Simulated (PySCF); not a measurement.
A mixed set of molecules. The calculation used PySCF, TDDFT wB97X-D/def2-SVPD, vertical, gas phase, core orbitals frozen in the response. Geometries: GFN2-xTB; one conformer of each isolated species. Triplets are in the Tamm–Dancoff approximation. 'Strongest' means the level of largest summed f among the lowest 8 singlets; it needn't be the same kind of state in each. Ions are computed without counter-ions or solvent.

Question: Rank by computed LUMO energy, lowest first.
A. `[NH3+]Cc1ccncc1`
B. `CSc1cccs1`
C. `C=NC(C)=O`
D. `COc1ccccn1`
E. `Fc1cpcpc1F`
F. `[H]/N=C(/C)C=O`

Answer: A (-3.52 eV), E (-0.90 eV), F (-0.67 eV), C (0.68 eV), D (1.05 eV), B (1.23 eV).

| SMILES | LUMO (eV) | first f ≥ 0.01 (nm) | f (strongest) | α (au) | gap (eV) | S1 mainly |
| --- | --- | --- | --- | --- | --- | --- |
| [NH3+]Cc1ccncc1 | -3.52 | 227 | 0.61 | 77.7 | 9.34 | H→L (73%) |
| Fc1cpcpc1F | -0.90 | 294 | 0.41 | 94.7 | 8.39 | H→L (34%) |
| [H]/N=C(/C)C=O | -0.67 | 195 | 0.12 | 46.6 | 8.93 | H→L (92%) |
| C=NC(C)=O | 0.68 | 173 | 0.23 | 48.4 | 10.02 | H→L (79%) |
| COc1ccccn1 | 1.05 | 237 | 0.58 | 79.6 | 9.61 | H→L (88%) |
| CSc1cccs1 | 1.23 | 252 | 0.21 | 95.8 | 8.86 | H→L (95%) |

H and L stand for HOMO and LUMO.

- `[NH3+]Cc1ccncc1`: Löwdin shares by element: HOMO nitrogen 61% or more, carbon 26% or more; LUMO nitrogen 23%, carbon 22% or more (atoms not listed hold the other 54%).
- `Fc1cpcpc1F`: Löwdin shares by element: HOMO carbon 36% or more, phosphorus 36% (atoms not listed hold the other 28%); LUMO phosphorus 41%, carbon 36% or more (atoms not listed hold the other 23%).
- `[H]/N=C(/C)C=O`: Löwdin shares by element: HOMO nitrogen 35%, carbon 25% or more, oxygen 22% (atoms not listed hold the other 18%); LUMO carbon 46% or more, oxygen 25%, nitrogen 20%.
- `C=NC(C)=O`: Löwdin shares by element: HOMO oxygen 50%, nitrogen 22%, carbon 16% or more; LUMO carbon 40% or more, nitrogen 35%, hydrogen 15% or more.
- `COc1ccccn1`: Löwdin shares by element: HOMO carbon 48% or more, oxygen 21% (atoms not listed hold the other 31%); LUMO carbon 58% or more, nitrogen 18% (atoms not listed hold the other 24%).
- `CSc1cccs1`: Löwdin shares by element: HOMO carbon 43% or more, sulfur 37% or more (atoms not listed hold the other 20%); LUMO carbon 52% or more, sulfur 21% or more (atoms not listed hold the other 27%).
